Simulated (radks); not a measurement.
The numbers below are computed, except where a source is named.
Level of theory: non-relativistic Kohn-Sham, PBE, spin-polarised, spherical densities, point nucleus; open shells are filled with parallel spins first (spin-orbit coupling, left out, can overturn this in heavy ions) (a radial shooting solver on a logarithmic mesh with Libxc functionals). Response by self-consistent Sternheimer equations with the Hartree and adiabatic LDA kernel. For heavy and open-shell atoms this level of theory can miss by tens of per cent. Rank K+, B, Tc, Ni3+, Ru+, Zn, Cu3+, Br3+ (NIST ground configurations) by static dipole polarisability, largest first.

Answer. Tc 90.68, Zn 40.44, B 24.28, Ru+ 15.76, Br3+ 6.130, K+ 5.722, Ni3+ 1.763, Cu3+ 1.661 bohr^3.
